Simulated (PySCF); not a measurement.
**`C=C[C@@H]1O[C@@H](C#N)[GeH2]1`, C$_{5}$H$_{7}$GeNO**

Molfile (atoms numbered from 1):
```
C5H7GeNO
     RDKit          3D

 15 15  0  0  0  0  0  0  0  0999 V2000
    1.8066   -0.6618   -1.3698 C   0  0  0  0  0  0  0  0  0  0  0  0
    1.7547    0.1542   -0.3310 C   0  0  0  0  0  0  0  0  0  0  0  0
    0.7621    0.0626    0.7726 C   0  0  2  0  0  0  0  0  0  0  0  0
   -0.1716   -1.0018    0.6602 O   0  0  0  0  0  0  0  0  0  0  0  0
   -1.3104   -0.4398    0.0038 C   0  0  1  0  0  0  0  0  0  0  0  0
   -2.5485   -0.9606    0.4948 C   0  0  0  0  0  0  0  0  0  0  0  0
   -3.5532   -1.3260    0.9047 N   0  0  0  0  0  0  0  0  0  0  0  0
   -0.7453    1.4192    0.5999 Ge  0  0  0  0  0  4  0  0  0  0  0  0
    1.1287   -1.4938   -1.4627 H   0  0  0  0  0  0  0  0  0  0  0  0
    2.5479   -0.5518   -2.1421 H   0  0  0  0  0  0  0  0  0  0  0  0
    2.4556    0.9734   -0.2200 H   0  0  0  0  0  0  0  0  0  0  0  0
    1.2716   -0.0093    1.7395 H   0  0  0  0  0  0  0  0  0  0  0  0
   -1.2594   -0.5811   -1.0854 H   0  0  0  0  0  0  0  0  0  0  0  0
   -0.7078    2.5236   -0.4489 H   0  0  0  0  0  0  0  0  0  0  0  0
   -1.4355    1.9010    1.8626 H   0  0  0  0  0  0  0  0  0  0  0  0
  1  2  2  0
  2  3  1  0
  3  4  1  0
  4  5  1  0
  5  6  1  0
  6  7  3  0
  5  8  1  0
  8  3  1  0
  1  9  1  0
  1 10  1  0
  2 11  1  0
  3 12  1  1
  5 13  1  6
  8 14  1  0
  8 15  1  0
M  END
```

Method: PySCF 2.14.0, TDDFT CAM-B3LYP/aug-cc-pVDZ circular dichroism and optical rotation, one conformer, gas phase. Geometry: GFN2-xTB.

The molecule is flexible and this is one conformer; a measurement averages over conformers. The calculation is non-relativistic, which matters for the atoms heavier than Zn.

Stereocentres: C3 R, C5 R.

Question: What is the specific rotation at 633, 589.3, 546, 436, 405, 365, 355 nm?

Answer: [α] in deg dm⁻¹ (g/mL)⁻¹:
```tsv
λ (nm)	origin-invariant length gauge	modified velocity gauge	length gauge (centre of mass)	isotropic polarisability (au)
633	+472.6	+468.3	+472.8	101.7
589.3	+563.5	+558.3	+563.7	102.3
546	+684.1	+677.6	+684.4	103.0
436	+1275.3	+1262.5	+1276.1	105.9
405	+1601.2	+1584.7	+1602.4	107.3
365	+2271.7	+2247.4	+2273.8	109.8
355	+2512.1	+2485.0	+2514.5	110.6
```

Question: And for the mirror image at 589.3 nm?

Answer: -563.5 deg dm⁻¹ (g/mL)⁻¹ (origin-invariant length gauge): the same size and the opposite sign.

Question: What is the molar rotation [Φ] = [α]·M/100 of the geometry above at 589.3 nm?

Answer: With M = 169.75 g/mol, +956.6 deg cm² dmol⁻¹ (origin-invariant length gauge).

The first excitation lies at 5.74 eV (216 nm) with R = +52.5 × 10⁻⁴⁰ esu² cm² (velocity form).
